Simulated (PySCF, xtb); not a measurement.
C2H5FSi2, SMILES C#C[Si@@H](F)[SiH3].

Harmonic wavenumbers (cm⁻¹) from GFN2-xTB (xtb) at its own minimum, in rising order: 22, 83, 138, 154, 253, 287, 435, 454, 470, 616, 657, 680, 687, 697, 781, 798, 801, 811, 2205, 2232, 2238, 2239, 2254, 3353.

Question: What does PBE-D3(BJ)/def2-SVP (PySCF 2.14.0) give at its own minimum? (The exact figures need the calculation; the answer reports its results.)

Answer: 85, 97, 149, 155, 278, 339, 404, 487, 516, 631, 686, 720, 743, 789, 832, 869, 896, 902, 2081, 2154, 2170, 2172, 2179, 3388. Paired by order, the mean absolute difference is 53 cm⁻¹ and the zero-point energies are 33.4 and 33.9 kcal/mol.
